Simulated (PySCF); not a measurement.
# Two-component Hartree-Fock for In⁺ (indium, charge +1)

Start: [Kr] 4d10 5s2. Calculated with PySCF 2.14 in x2c-TZVPPall-2c with one added diffuse shell each of s, p, d, f type (9s10p6d3f, 90 functions): generalised Hartree-Fock with the X2C-1e Hamiltonian and a Gaussian nucleus; spin-orbit coupling (SO) screened by Boettger's factors.

```
spinor shell  electrons  ε, screened SO (eV)  weight of nominal j (screened SO)  rms radius, screened SO (bohr)
       1s1/2          2             -28086.6                              1.000                          0.0340
       2s1/2          2              -4302.2                              1.000                           0.139
       2p1/2          2              -4002.0                              1.000                           0.120
       2p3/2          4              -3788.9                              1.000                           0.125
       3s1/2          2              -861.40                              1.000                           0.371
       3p1/2          2              -738.77                              1.000                           0.365
       3p3/2          4              -698.95                              1.000                           0.376
       3d3/2          4              -483.87                              1.000                           0.350
       3d5/2          6              -475.90                              1.000                           0.353
       4s1/2          2              -151.75                              1.000                           0.907
       4p1/2          2              -109.53                              1.000                           0.971
       4p3/2          4              -102.51                              1.000                            1.00
       4d3/2          4              -35.490                              1.000                            1.26
       4d5/2          6              -34.531                              1.000                            1.28
       5s1/2          2              -17.311                              1.000                            2.75
```

```tsv
quantity	screened SO
E (hartree)	-5878.71413
M_J	0
⟨J²⟩	0.000
⟨L²⟩	0.017
⟨S²⟩	0.017
```

Breit and QED terms are absent; they matter most for the inner s and p1/2 levels.

Densities and radii are taken from the X2C orbitals without a picture-change correction, which distorts them close to the nucleus.
